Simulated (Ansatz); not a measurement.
Input:

```yaml
crystal:
  periodic: [false, false, false]
  atoms:
    - { symbol: B, position_ang: [0.0, 0.0, 0.0] }
    - { symbol: H, position_ang: [0.0, 0.0, 1.54] }
    - { symbol: F, position_ang: [1.1431, 0.0, -0.66] }
    - { symbol: F, position_ang: [-1.1431, 0.0, -0.66] }
    - { symbol: F, position_ang: [0.0677, -1.5359, 0.5108] }
    - { symbol: H, position_ang: [0.0382, -0.8667, 1.4996] }
basis:
  gaussian: { orbitals: def2-SVP }
hamiltonian:
  xc: b3lyp
relax:
  f_tol: 0.15
  max_steps: 25
  restrain:
    - { distance: [0, 4], at: 2.52, k: 30.0 }
    - { distance: [5, 1], at: 1.86, k: 30.0 }
    - { distance: [0, 1], at: 1.19, k: 30.0 }
    - { distance: [5, 4], at: 0.92, k: 30.0 }
output:
  orbitals: {}
```

Command:

```bash
$ ansatz run input.yaml --threads 1 --pin off --max-ram 2048MiB --backend cpu --events-out ev --progress --plain --runs-dir out
```

Hardware: 1 thread of Arm Neoverse V1 (shared host).

**Question.** Roughly how long does this run take, and how much memory?

**Answer.** 14 s, with a peak of 0.093 GiB, for 7 ionic steps.
